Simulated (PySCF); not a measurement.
# Converging PbF in the basis (CCSD(T))

PySCF, UHF reference; doublet, unpaired electrons π ↑; De to Pb + F without counterpoise correction. Frozen cores follow the default of each basis and core potential.

```json
{"basis": "cc-pVDZ-PP/cc-pVDZ", "relativity": "scalar-relativistic core potentials", "functions": "37", "Re (Å)": "2.072", "ωe (cm⁻¹)": "548", "De (eV)": "3.76", "frozen orbitals": "5"}
{"basis": "def2-SVP", "relativity": "scalar-relativistic core potentials", "functions": "40", "Re (Å)": "2.069", "ωe (cm⁻¹)": "549", "De (eV)": "3.90", "frozen orbitals": "5"}
{"basis": "aug-cc-pVDZ-PP/aug-cc-pVDZ", "relativity": "scalar-relativistic core potentials", "functions": "55", "Re (Å)": "2.081", "ωe (cm⁻¹)": "514", "De (eV)": "4.45", "frozen orbitals": "5"}
{"basis": "x2c-TZVPPall", "relativity": "spin-free X2C", "functions": "114", "Re (Å)": "2.052", "ωe (cm⁻¹)": "527", "De (eV)": "4.36", "frozen orbitals": "35"}
```

**Question.** How does each smaller set differ from the one with most functions, x2c-TZVPPall?

**Answer.** cc-pVDZ-PP/cc-pVDZ: +2.0 pm, +4.0 % in ωe, -0.60 eV in De; def2-SVP: +1.7 pm, +4.2 % in ωe, -0.46 eV in De; aug-cc-pVDZ-PP/aug-cc-pVDZ: +2.9 pm, -2.5 % in ωe, +0.09 eV in De. All at CCSD(T); the set with most functions is neither the basis-set limit nor always the best. The rows treat relativity differently, so the differences are not basis effects alone.

Correlated steps freeze the inner cores (5 to 35 orbitals); shallow outer-core shells are correlated. Correlated levels converge slowly with the basis: in double zeta they bind strong bonds too weakly, by up to about 1 eV, and carry superposition errors of some tenths. Spin–orbit coupling is left out, which matters for elements this heavy, above all for dissociation energies. The state is the lowest determinant that a PBE0 search found; another state may lie lower at other levels.
